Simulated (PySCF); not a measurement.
Compound: (ClGe)4O6 adamantane, Cl₄Ge₄O₆.
Bonds: Ge1–Cl2, Ge1–O3, Ge1–O9, Ge1–O13, O3–Ge4, Ge4–Cl5, Ge4–O6, Ge4–O14, O6–Ge7, Ge7–Cl8, Ge7–O9, Ge7–O10, O10–Ge11, Ge11–Cl12, Ge11–O13, Ge11–O14.

Method: PBE0-D3(BJ)/def2-SVP geometry optimisation, gas phase in PySCF; density fitting, grid level 1; the optimiser is geomeTRIC in internal coordinates, started from a GFN2-xTB structure with every atom displaced at random (about 0.03 Å).

Step 1: E = -288347.8822 eV
```
atom  x, y, z in Å  |  force x, y, z in eV/Å
Ge1    -1.2602   -1.2964   -0.2117   -0.590   0.666   0.055
Cl2    -2.7700   -2.7145   -0.4550   -0.110  -0.279   0.023
O3     -0.6409   -0.7274   -1.7621    0.625   0.007  -0.003
Ge4     0.6786    0.4859   -1.6475   -1.187  -0.272   0.390
Cl5     1.3459    1.0140   -3.5291    0.289   0.180  -0.500
O6      1.8844   -0.1818   -0.5677    0.558  -0.170   0.060
Ge7     1.3927   -0.6690    1.0625   -0.531   0.224  -0.360
Cl8     2.9580   -1.4245    2.1931    0.308  -0.163   0.214
O9      0.0705   -1.8201    0.8142    0.201  -0.334  -0.005
O10     0.6129    0.7451    1.7657   -0.131   0.210   0.002
Ge11   -0.7367    1.4358    0.8246    0.176  -0.135  -0.083
Cl12   -1.5219    3.1142    1.7656   -0.182   0.306   0.175
O13    -1.9422    0.1720    0.5702    0.341  -0.379  -0.003
O14    -0.0906    1.8229   -0.7796    0.233   0.138   0.037
```

Step 2: E = -288347.9642 eV
```
atom  x, y, z in Å  |  force x, y, z in eV/Å
Ge1    -1.2796   -1.2873   -0.2107   -0.298  -0.049   0.038
Cl2    -2.7732   -2.7449   -0.4372    0.072   0.007   0.033
O3     -0.6191   -0.7460   -1.7590    0.061  -0.124  -0.017
Ge4     0.6548    0.4795   -1.6441   -0.129   0.020  -0.014
Cl5     1.3675    1.0255   -3.5317    0.049   0.042  -0.050
O6      1.8936   -0.1887   -0.5780    0.198  -0.004   0.017
Ge7     1.3765   -0.6647    1.0490   -0.151  -0.009  -0.167
Cl8     2.9512   -1.4380    2.1892    0.014  -0.006   0.036
O9      0.0690   -1.8365    0.7926    0.097  -0.073   0.008
O10     0.6106    0.7620    1.7609   -0.025   0.014   0.010
Ge11   -0.7328    1.4540    0.8265    0.057   0.165   0.052
Cl12   -1.5449    3.1371    1.7775   -0.026  -0.052  -0.042
O13    -1.9206    0.1668    0.5824    0.074  -0.006   0.024
O14    -0.0723    1.8373   -0.7741    0.007   0.076   0.072
```

Q: Estimate the geometry and energy of step 3. (The exact step hangs on the optimiser's Hessian estimate; all steps are aligned on step 2, rigid shifts and turns removed.)

A: E = -288347.9738 eV, largest force 0.128 eV/Å
```
atom  x, y, z in Å  |  force x, y, z in eV/Å
Ge1    -1.2909   -1.2896   -0.2064   -0.106  -0.054   0.011
Cl2    -2.7765   -2.7578   -0.4158    0.065   0.054   0.026
O3     -0.6132   -0.7622   -1.7566    0.049   0.029   0.019
Ge4     0.6504    0.4800   -1.6445   -0.018  -0.020  -0.056
Cl5     1.3785    1.0413   -3.5291   -0.032  -0.011   0.055
O6      1.9048   -0.1843   -0.5845    0.027   0.028  -0.005
Ge7     1.3695   -0.6667    1.0355   -0.015  -0.052  -0.050
Cl8     2.9380   -1.4445    2.1891   -0.032   0.023  -0.003
O9      0.0698   -1.8470    0.7807    0.045   0.009   0.012
O10     0.6103    0.7621    1.7576    0.002  -0.019  -0.002
Ge11   -0.7270    1.4651    0.8273    0.009   0.108   0.067
Cl12   -1.5586    3.1423    1.7749    0.013  -0.085  -0.061
O13    -1.9105    0.1712    0.5862    0.010  -0.003  -0.011
O14    -0.0638    1.8463   -0.7712   -0.017  -0.006  -0.001
```

The energy changes by -0.0096 eV. The first-order estimate −F·Δx gives -0.0181 eV and the mean of the old and new forces, exact on a quadratic surface, -0.0104 eV. The step makes an angle of 54° with the force vector and moves no atom by more than 0.025 Å.

What follows is the cost of the whole optimisation. Hardware: an Intel Xeon 6975P-C with 2 threads, no GPU, shared host. Cost: 9.1 min wall, 19 min CPU, 3.9 GiB resident at most.
